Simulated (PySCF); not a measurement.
# Working out the ionisation energy of Fe¹⁴⁺

Fe¹⁴⁺ [Ne] 3s2 (1S) → Fe¹⁵⁺ [Ne] 3s1 (2S). All numbers are calculated (PySCF 2.14, no relativity, point nucleus, in an uncontracted even-tempered set (17 s from 1.1 bohr⁻², ratio 2.5; 11 p from 1.4 bohr⁻², ratio 2.5; 5 d from 5.7 bohr⁻², ratio 2.7; 4 f from 8.5 bohr⁻², ratio 2.7)). Frozen: 1s2; the 18 highest virtual orbitals dropped. Energies in hartree (1 hartree = 27.21139 eV):

```json
{"part": "UHF", "Fe¹⁴⁺ (lower)": "-1174.004571", "Fe¹⁵⁺ (upper)": "-1157.489173"}
{"part": "CCSD correlation", "Fe¹⁴⁺ (lower)": "-0.417589", "Fe¹⁵⁺ (upper)": "-0.312001"}
{"part": "(T)", "Fe¹⁴⁺ (lower)": "-0.002259", "Fe¹⁵⁺ (upper)": "-0.000447"}
```

**Question.** What does Hartree-Fock give?

**Answer.** (-1157.489173) − (-1174.004571) = 16.515398 hartree = 449.407 eV.

**Question.** What do CCSD and CCSD(T) give?

**Answer.** The CCSD correlation energies differ by 0.105588 hartree = 2.873 eV and the triples by 0.001812 hartree = 0.049 eV, so CCSD gives 452.280 eV and CCSD(T) 452.329 eV.

Measured between the centres of the two terms (NIST): 456.200 eV, so CCSD(T) (outer shells) is off by -3.871 eV.

The calculation is non-relativistic.

What remains against the reference includes basis incompleteness, the frozen core and higher excitations.
